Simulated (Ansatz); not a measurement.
Basis-set series for C2H8AlFO (`[CH3][Al-]([CH3])([OH2+])[F]`). Total charge 0; spin multiplicity 1. The geometry is a stationary point of PBE0-D4/def2-TZVP. It is one conformer, not always the lowest.

| functional | basis | functions | energy (Eh) | HOMO (eV) | LUMO (eV) |
| --- | --- | --- | --- | --- | --- |
| PBE0-D4 | def2-SVP | 114 | -497.98702 | -7.14 | 0.22 |
| PBE0-D4 | def2-QZVPP | 538 | -498.40559 | -7.25 | -0.64 |
| ωB97M-V | def2-SVP | 114 | -498.24593 | -9.37 | 1.84 |
| ωB97M-V | def2-QZVPP | 538 | -498.67374 | -9.49 | 0.57 |

Give the rows for def2-TZVPP. (An estimate is asked.)

Ansatz gave: 
| functional | basis | functions | energy (Eh) | HOMO (eV) | LUMO (eV) |
| --- | --- | --- | --- | --- | --- |
| PBE0-D4 | def2-TZVPP | 278 | -498.38266 | -7.22 | -0.31 |
| ωB97M-V | def2-TZVPP | 278 | -498.65186 | -9.47 | 1.15 |

Positive LUMOs are unbound and depend on the basis.
